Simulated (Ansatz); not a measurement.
The cluster PbF₃⁻ was relaxed with r2SCAN-D4 (def2-TZVPD) in Ansatz in these states: charge -1 quintet, charge -1 singlet, charge -1 triplet. The geometries follow in no particular order.

In the def2 sets Pb takes a core potential; there is no spin–orbit coupling.

A:

Cartesian coordinates in Å:
```
Pb 1.0853 2.2689 -0.0357
F -0.2897 0.5766 -0.8318
F -0.4575 -0.5051 0.7697
F -0.3380 -2.3404 0.0978
```

B:

| atom | x (Å) | y (Å) | z (Å) |
| --- | --- | --- | --- |
| Pb1 | -0.002 | 0.000 | 0.001 |
| F2 | 1.553 | 0.486 | -1.419 |
| F3 | 0.517 | -0.450 | 2.050 |
| F4 | -2.068 | -0.036 | -0.632 |

C:

```xyz
4

Pb   -0.285   -0.263   -0.712
F    -0.233    1.810   -0.268
F     1.710   -0.678   -0.127
F    -1.192   -0.869    1.107
```

Task: Judge from the bond lengths which geometry belongs to which state (an estimate).

Result: A is the charge -1 quintet (Pb1–F4 4.826 Å, Pb1–F3 3.275 Å, Pb1–F2 2.321 Å); B is the charge -1 triplet (Pb1–F4 2.161 Å, Pb1–F3 2.161 Å, Pb1–F2 2.161 Å); C is the charge -1 singlet (Pb1–F4 2.121 Å, Pb1–F3 2.121 Å, Pb1–F2 2.121 Å).

At r2SCAN-D4/def2-TZVPD the highest occupied level of the charge -1 quintet lies above zero (up to 0.21 eV). The electron is either unbound and held by the finite basis, or the level is raised by self-interaction error. At r2SCAN-D4/def2-TZVPD the highest occupied level of the charge -1 triplet lies above zero (up to 0.97 eV). At PBE0-D4/def2-TZVPD a singlet lies 8.95 eV below the charge -1 quintet. At PBE0-D4/def2-TZVPD a singlet lies 3.59 eV below the charge -1 triplet. In the quintet, F2 and F3 lie 1.94 Å apart, F3 and F4 lie 1.96 Å apart (atoms count from 1), so these atoms are partly bonded to each other. These are the stationary points nearest to one start from a short search; other shapes may lie lower in each state. The charge -1 quintet has come apart into loosely held pieces.
